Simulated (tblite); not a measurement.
Compound: C₄H₂FO₂S (doublet state).
Bonds: O1–C2, C2–S3 (aromatic), S3–C4 (aromatic), C4–F5, C4–C6 (aromatic), C6–C7 (aromatic), C7–O8, C2–C7 (aromatic). Hydrogens: H9 on C6; H10 on O8.

Computed geometry: GFN2-xTB, gas phase. This method treats the open shell by occupation alone, without spin polarisation.

Give the optimised bond lengths and angles.

```
  bond  length (Å)
 O1–C2       1.212
 C2–S3       1.817
 S3–C4       1.725
 C4–F5       1.323
 C4–C6       1.374
 C6–C7       1.390
 C7–O8       1.336
 C2–C7       1.443
 C6–H9       1.074
O8–H10       0.972
```

A selection of angles:
```
    angle  degrees
 O1–C2–S3    124.6
 O1–C2–C7    127.2
 S3–C2–C7    108.2
 C2–S3–C4     89.6
 S3–C4–F5    119.8
 S3–C4–C6    115.9
 F5–C4–C6    124.3
 C4–C6–C7    111.5
 C4–C6–H9    124.0
 C7–C6–H9    124.5
 C6–C7–O8    125.7
 C2–C7–C6    114.7
 C2–C7–O8    119.6
C7–O8–H10    108.7
```

Torsions: H10–O8–C7–C6 180° (antiperiplanar).

C6 (carbon bonded to 2 C and H) is planar (angles 124.5°, 124.0° and 111.5°, sum 360.0°, 0.00 Å off the plane of its three neighbours). O8 (oxygen bonded to C and H) is bent (angle 108.7°). The 8 heavy atoms lie in one plane (0.000 Å rms). C4 (carbon bonded to C, F and S) is planar (angles 124.3°, 119.8° and 115.9°, sum 360.0°, 0.00 Å off the plane of its three neighbours). The 5-membered ring C2–S3–C4–C6–C7 has internal angles of 89.6° to 115.9°; it is planar, 0.00 Å rms from its mean plane, widest ring torsion 0°. S3 (sulfur bonded to 2 C) is bent (angle 89.6°). The C–O distances run from 1.212 Å (O1–C2, drawn single) to 1.336 Å (C7–O8, drawn single), a spread of 0.124 Å.

Point group: Cs (tolerance 0.08 Å). Its GFN2-xTB frequencies are all real (lowest 129 cm⁻¹). Torsions: C6–C7–O8–H 180°.

One conformer stands for the species.
